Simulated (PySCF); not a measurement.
One molecule, one basis, several functionals.

C₃H₁₀AlN.
Atom-mapped SMILES: `[CH3:1]/[CH:2]=[CH:3]\[AlH2-:4][NH3+:5]` (hydrogens: H6, H7, H8 on C1; H9 on C2; H10 on C3; H11, H12 on Al4; H13, H14, H15 on N5)

Torsions of this conformer, `[CH3:1]/[CH:2]=[CH:3]\[AlH2-:4][NH3+:5]`: C2–C3–Al4–N5 179°.

PySCF, pcSseg-1 basis, density fitting, gas phase, PBE0-D3(BJ)/def2-SVP geometry. One functional is left out:

| functional | exact exchange (%) | HOMO energy (eV) | LUMO energy (eV) | dipole moment (D) |
| --- | --- | --- | --- | --- |
| B97-D | 0 | -5.37 | -0.77 | 5.096 |
| BLYP | 0 | -5.25 | -0.90 | 5.091 |
| BP86 | 0 | -5.51 | -0.80 | 5.097 |
| LDA | 0 | -5.52 | -1.02 | 5.113 |
| OPBE | 0 | -5.39 | -0.64 | 5.064 |
| PBE | 0 | -5.42 | -0.88 | 5.077 |
| B3LYP | 20 | -6.30 | -0.36 | 5.140 |
| B97-2 | 21 | -6.29 | -0.01 | 5.123 |
| mPW1PW91 | 25 | -6.55 | -0.04 | 5.132 |
| BHandHLYP | 50 | -7.47 | 0.67 | 5.188 |

Predict the row of PBE0 (25 % exact exchange) by straight lines through the other rows, and check it.

| property | line | computed | computed − line | mPW1PW91 (25 %), for comparison |
| --- | --- | --- | --- | --- |
| HOMO energy (eV) | -6.47 | -6.53 | -0.06 | -6.55 |
| LUMO energy (eV) | -0.06 | -0.02 | +0.04 | -0.04 |
| dipole moment (D) | 5.138 | 5.133 | -0.005 | 5.132 |

Which of these properties follows the share of exact exchange most closely, and which least?

Most closely the HOMO energy, least the dipole moment; the correlations over the tabulated rows are HOMO energy -0.993, LUMO energy 0.973, dipole moment 0.924. The HOMO energy moves by -0.420 eV for every 10 %. Functionals with the same share still differ in their other parts: at 0 % BLYP and LDA differ by 0.27 eV in it.
